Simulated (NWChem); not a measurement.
System: ZnHSCl; SMILES [Zn]([Cl])[SH]

```xyz
4

Zn    -0.0145     0.0167     0.0000
Cl    -0.0060     2.1294     0.0000
S     -0.0486    -2.1555     0.0000
H      1.3151    -2.2147     0.0000
```
Atoms are numbered in this order, from 1.

Results from NWChem. Pople sets run with spherical d functions. Medium grid unless said otherwise, to which SCAN and Minnesota functionals are sensitive. Coordinates come from a PBE-D3(BJ)/def2-SVP optimisation.

For level M06-2X/6-31G*:

- highest occupied level (eV) = -8.83
- orbital gap (eV) = 7.98

Task: How do the values read with level B97-2/6-31G* instead?

Result: The highest occupied level (eV) is -7.42 and the orbital gap (eV) comes out as 6.01.
